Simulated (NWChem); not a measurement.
Spin states of Ge

```xyz
1

Ge     0.0000     0.0000     0.0000
```
Charge 0, spin multiplicity 3.

All runs are NWChem calculations.

Basis set: def2-TZVP. The gap is E(triplet) − E(singlet), so a negative value puts the higher spin lower. Open shells are unrestricted, and the singlet is the closed-shell solution. The triplet is the single determinant that the SCF runs reached, with unpaired electrons in orbitals of symmetry b2u and b3u (D2h labels); it need not be the lowest triplet, which in molecules with degenerate π orbitals can need several determinants. Where the lowest singlet needs several determinants, the single determinant used here isn't a pure state and places it wrongly.

The Hamiltonian is non-relativistic. The correlated methods keep 9 core orbitals frozen. B3LYP has NWChem's definition, with VWN1-RPA local correlation. No SCF solution was tested for a lower state. Open-shell Hartree-Fock references start from PBE0 orbitals.

**Question.** For the vertical singlet-triplet gap, BHandHLYP gives -26.7 kcal/mol and B3LYP gives -25.4 kcal/mol. What do HF, M06-2X, B2PLYP give?

**Answer.** HF: -38.1 kcal/mol; M06-2X: -25.6 kcal/mol; B2PLYP: -26.3 kcal/mol.
